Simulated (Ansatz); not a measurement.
System: HgBr2, charge 0, multiplicity 1. 
Structure (B3LYP-D3(BJ)/def2-TZVP (Ansatz, a first-principles code) minimum search):
SMILES: [Br][Hg][Br]
```xyz
3

Hg     0.0000     0.0000     0.0000
Br     0.0000     0.0000     2.4249
Br     0.0000     0.0000    -2.4249
```

Basis-set convergence of Hartree-Fock and CCSD correlation energies (hartree) with Ansatz. Cores are frozen in the correlated levels unless marked. No spin-orbit coupling. The frozen core is the preceding noble-gas configuration, with the filled d and f shells of earlier blocks. In def2 rows, elements after Kr have scalar-relativistic effective core potentials.

```json
[
 {"basis": "def2-SVPD", "functions": "117", "E(HF)": "-5296.81611", "E(corr, CCSD)": "-0.54575"},
 {"basis": "def2-TZVPPD", "functions": "176", "E(HF)": "?", "E(corr, CCSD)": "?"}
]
```

Problem. Complete the blanks.

Solution. 
- def2-TZVPPD, E(HF): -5297.45221
- def2-TZVPPD, E(corr, CCSD): -0.73682
